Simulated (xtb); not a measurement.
C₄H₉, doublet, at a GFN2-xTB geometry, atoms displaced at random by about 0.02 Å a coordinate; GFN2-xTB in xtb.

xtb was given this input:
```
$ xtb mol.xyz --gfn 2 --uhf 1 --opt vtight --json

# file mol.xyz
13

C      0.81476373     1.73877603    -0.13922924
C      0.53524530     0.42278751     0.34463539
C     -0.73006768    -0.34753639     0.10120297
C     -0.51929566    -1.80100304    -0.20983367
H      1.85816139     1.87572475    -0.47676040
H     -1.46523505    -2.32965312    -0.32245952
H      0.59879198     2.52518583     0.62641222
H      0.17174457     1.99705660    -0.98189723
H     -0.10374374    -2.26873320     0.71895529
H      0.14390362    -1.99658449    -1.02771025
H      1.19850501    -0.05826503     1.02994342
H     -1.23680202     0.13255715    -0.83764500
H     -1.42269583    -0.18726245     0.88247631
```

### Question
Predict the main parts of the log of this xtb run.

### Answer

```
   ID    Z sym.   atoms
    1    6 C      1-4
    2    1 H      5-13

           -------------------------------------------------
          |                Calculation Setup                |
           -------------------------------------------------

           -------------------------------------------------
          |                 G F N 2 - x T B                 |
           -------------------------------------------------

          ...................................................
          :                      SETUP                      :
          :.................................................:
          :  # basis functions                  25          :
          :  # atomic orbitals                  25          :
          :  # shells                           17          :
          :  # electrons                        25          :
          :  max. iterations                   250          :
          :  Hamiltonian                  GFN2-xTB          :
          :  restarted?                      false          :
          :  GBSA solvation                  false          :
          :  PC potential                    false          :
          :  electronic temp.          300.0000000     K    :
          :  accuracy                    1.0000000          :
          :  -> integral cutoff          0.2500000E+02      :
          :  -> integral neglect         0.1000000E-07      :
          :  -> SCF convergence          0.1000000E-05 Eh   :
          :  -> wf. convergence          0.1000000E-03 e    :
          :  Broyden damping             0.4000000          :
          :  net charge                          0          :
          :  unpaired electrons                  1          :
          ...................................................

 iter      E             dE          RMSdq      gap      omega  full diag
   1    -13.2340362 -0.132340E+02  0.265E+00    9.24       0.0  T
   2    -13.2659853 -0.319491E-01  0.135E+00    9.41       1.0  T
   3    -13.2664214 -0.436098E-03  0.684E-01    9.47       1.0  T
   4    -13.2665090 -0.875889E-04  0.917E-02    9.40       1.0  T
   5    -13.2665207 -0.116683E-04  0.517E-02    9.42       1.0  T
   6    -13.2665215 -0.861191E-06  0.382E-03    9.42       7.3  T
   7    -13.2665215 -0.204590E-07  0.165E-03    9.42      16.8  T
   8    -13.2665216 -0.216468E-08  0.247E-04    9.42     112.4  T
   9    -13.2665216 -0.461213E-10  0.995E-05    9.42     278.7  T

   *** convergence criteria satisfied after 9 iterations ***

         :::::::::::::::::::::::::::::::::::::::::::::::::::::
         ::                     SUMMARY                     ::
         :::::::::::::::::::::::::::::::::::::::::::::::::::::
         :: total energy             -13.061900064699 Eh    ::
         :: gradient norm              0.111372780466 Eh/a0 ::
         :: HOMO-LUMO gap              9.417654031329 eV    ::
         ::.................................................::
         :: SCC energy               -13.266517892280 Eh    ::
         :: -> isotropic ES            0.003165911335 Eh    ::
         :: -> anisotropic ES          0.004755790217 Eh    ::
         :: -> anisotropic XC          0.008911093735 Eh    ::
         :: -> dispersion             -0.005550786046 Eh    ::
         :: repulsion energy           0.204617827581 Eh    ::
         :: add. restraining           0.000000000000 Eh    ::
         :: total charge               0.000000000000 e     ::
         :::::::::::::::::::::::::::::::::::::::::::::::::::::

      -----------------------------------------------------------
     |                   =====================                   |
     |                        A N C O P T                        |
     |                   =====================                   |
     |               Approximate Normal Coordinate               |
     |                Rational Function Optimizer                |
[...]
 * total energy  :   -13.0722975 Eh     change       -0.5319186E-06 Eh
 * total energy  :   -13.0722978 Eh     change       -0.3381491E-06 Eh
 * total energy  :   -13.0722983 Eh     change       -0.4588516E-06 Eh
 * total energy  :   -13.0722987 Eh     change       -0.3927042E-06 Eh
 * total energy  :   -13.0722990 Eh     change       -0.3684558E-06 Eh
 * total energy  :   -13.0722994 Eh     change       -0.4105145E-06 Eh
 * total energy  :   -13.0722999 Eh     change       -0.4556504E-06 Eh
 * total energy  :   -13.0723003 Eh     change       -0.4169203E-06 Eh
 * total energy  :   -13.0723006 Eh     change       -0.2942145E-06 Eh
 * total energy  :   -13.0723008 Eh     change       -0.2271571E-06 Eh
 * total energy  :   -13.0723010 Eh     change       -0.1160195E-06 Eh
 * total energy  :   -13.0723010 Eh     change       -0.3387647E-07 Eh
   *** GEOMETRY OPTIMIZATION CONVERGED AFTER 83 ITERATIONS ***
         :: total energy             -13.072300992772 Eh    ::
[...]
        16                          0.1388129               3.7773
        17                          0.1607498               4.3742
        18                          0.1775181               4.8305
        19                          0.1909215               5.1952
        20                          0.2024300               5.5084
        21                          0.2140801               5.8254
        22                          0.2333685               6.3503
        23                          0.2541599               6.9160
        24                          0.3390138               9.2250
        25                          0.3690071              10.0412
      -------------------------------------------------------------
                  HL-Gap            0.3999660 Eh           10.8836 eV
             Fermi-level           -0.2217799 Eh           -6.0349 eV

     #   Z          covCN         q      C6AA      α(0)
     1   6 C        3.751    -0.095    22.378     6.746
     2   6 C        2.886    -0.073    29.815     8.952
     3   6 C        3.800    -0.047    21.426     6.590
     4   6 C        3.751    -0.098    22.438     6.755
     5   1 H        0.923     0.045     2.382     2.414
     6   1 H        0.925     0.034     2.532     2.488
     7   1 H        0.924     0.040     2.445     2.445
     8   1 H        0.925     0.039     2.466     2.456
     9   1 H        0.925     0.034     2.526     2.485
    10   1 H        0.925     0.035     2.514     2.479
    11   1 H        0.926     0.019     2.747     2.592
    12   1 H        0.924     0.034     2.537     2.491
    13   1 H        0.924     0.034     2.535     2.490

 Mol. C6AA /au·bohr⁶  :       1141.743540
 Mol. C8AA /au·bohr⁸  :      23901.221799
 Mol. α(0) /au        :         51.383864

Wiberg/Mayer (AO) data.
largest (>0.10) Wiberg bond orders for each atom

 ---------------------------------------------------------------------------
     #   Z sym  total        # sym  WBO       # sym  WBO       # sym  WBO
 ---------------------------------------------------------------------------
     1   6 C    3.998 --     2 C    1.088     8 H    0.981     7 H    0.968
                             5 H    0.941
     2   6 C    3.288 --     1 C    1.088     3 C    1.074    11 H    0.976
     3   6 C    3.997 --     2 C    1.074    12 H    0.972     4 C    0.969
                            13 H    0.965
     4   6 C    3.993 --    10 H    0.989     9 H    0.989     6 H    0.986
                             3 C    0.969
     5   1 H    0.995 --     1 C    0.941
     6   1 H    0.999 --     4 C    0.986
     7   1 H    0.998 --     1 C    0.968
     8   1 H    0.998 --     1 C    0.981
     9   1 H    0.999 --     4 C    0.989
    10   1 H    0.999 --     4 C    0.989
    11   1 H    1.000 --     2 C    0.976
    12   1 H    0.999 --     3 C    0.972
    13   1 H    0.999 --     3 C    0.965
 ---------------------------------------------------------------------------

Topologies differ in total number of bonds
Writing topology from bond orders to xtbtopo.mol

molecular dipole:
                 x           y           z       tot (Debye)
 q only:        0.004      -0.003      -0.123
   full:        0.051      -0.038      -0.157       0.431
molecular quadrupole (traceless):
                xx          xy          yy          xz          yz          zz
 q only:        0.101       0.511       0.342      -0.176      -0.311      -0.443
  q+dip:        0.333       0.988      -0.438       0.348      -0.993       0.104
   full:        0.271       0.764      -0.059       0.087      -0.696      -0.212

optimized geometry written to: xtbopt.xyz

           -------------------------------------------------
          | TOTAL ENERGY              -13.072300992772 Eh   |
          | GRADIENT NORM               0.000022631641 Eh/α |
          | HOMO-LUMO GAP              10.883630112844 eV   |
           -------------------------------------------------
```
